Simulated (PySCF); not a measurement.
Gas-phase reaction: 5 B(OH)3 + 3 B2O = 3 (HBO2)3 + 2 BH3

Computed with PySCF (xtb for GFN2) and rigid-rotor harmonic-oscillator thermochemistry at 1 bar. S°(298 K) at PBE0/def2-TZVP differs from the NASA 1993 table for B2O (+19 J/mol/K), (HBO2)3 (+10 J/mol/K); whether the harmonic model or the table's entry is off was not settled. † marks an energy on the PBE0/def2-TZVP geometry and frequencies; other levels use their own. CCSD(T) freezes the core. 6-31G* has spherical d functions here. All species are closed-shell singlets. B3LYP is the form with VWN-RPA correlation. CCSD(T) isn't extrapolated to the basis-set limit. The harmonic model lacks anharmonicity and excited electronic states, which grow with temperature; levels with a mode under 35 cm⁻¹ are left out. Strong static correlation: B2O. Internal rotation in B(OH)3, (HBO2)3 is treated as a harmonic vibration of one conformer, which makes the entropy rough. Soft modes under 120 cm⁻¹ make the harmonic entropy rough for B2O.

| level | ΔE electronic, kJ | ΔH°(298 K), kJ | ΔS°(298 K), J/K | ΔG°(2500 K), kJ |
|---|---|---|---|---|
| B3LYP/6-31G* | -2304 | -2288 | -605 | -796 |
| CCSD(T)/def2-SVP† | -2122 | -2110 | -642 | -525 |
| GFN2-xTB | -2387 | -2392 | -570 | -1031 |
| HF/6-31G* | -2192 | -2181 | -607 | -677 |
| PBE/def2-TZVP† | -2130 | -2118 | -642 | -533 |
| PBE0/def2-SVP† | -2306 | -2295 | -642 | -710 |
| r2SCAN/def2-TZVP† | -2231 | -2219 | -642 | -634 |
ΔH° is lowest at GFN2-xTB and highest at CCSD(T)/def2-SVP†. No reference value is set beside these.
